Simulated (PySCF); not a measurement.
Si(CCH)2(Cl)(F) (C₄H₂ClFSi), SMILES C#C[Si](F)(Cl)C#C. Heavy atoms are numbered as in [CH:1]#[C:2][Si:3]([F:4])([Cl:5])[C:6]#[CH:7]. Hydrogens are named by the atom that carries them.

Geometry optimised at ωB97X-D3(BJ)/def2-SVP. This is a generated structure with no PubChem entry under its InChIKey; it may be hypothetical.

The numbers are results of PBE/def2-TZVP (PySCF), not measurements.

ESP charges are fitted to the potential on shells at 1.4 to 2.0 van der Waals radii. Atomic charges (e), one atom of each kind:

```json
[
 {"atom": "C1 (CH)", "IAO": "[?]", "Löwdin": "-0.05", "ESP fit": "-0.34"},
 {"atom": "C2", "IAO": "-0.36", "Löwdin": "-0.17", "ESP fit": "0.02"},
 {"atom": "Si3", "IAO": "1.35", "Löwdin": "-0.20", "ESP fit": "0.24"},
 {"atom": "F4", "IAO": "-0.50", "Löwdin": "0.05", "ESP fit": "-0.14"},
 {"atom": "Cl5", "IAO": "[?]", "Löwdin": "0.32", "ESP fit": "-0.06"},
 {"atom": "H on C1", "IAO": "[?]", "Löwdin": "0.13", "ESP fit": "0.30"}
]
```

Problem. Some entries are withheld; supply them. (The exact figures need the calculation; the answer reports its results.)

Solution. 
- C1 (CH), IAO: -0.14
- Cl5, IAO: -0.27
- H on C1, IAO: 0.21

Problem. Give the Mayer and Wiberg (Löwdin basis) orders of the bonds. (Estimate from the structure and the level; the computed values follow.)

Solution. 
```
bond     Mayer  Wiberg
-------  -----  ------
C1–C2     2.62    2.97
C2–Si3    1.06    1.12
Si3–F4    1.20    1.71
Si3–Cl5   1.21    1.84
Si3–C6    1.06    1.12
C6–C7     2.62    2.97
```
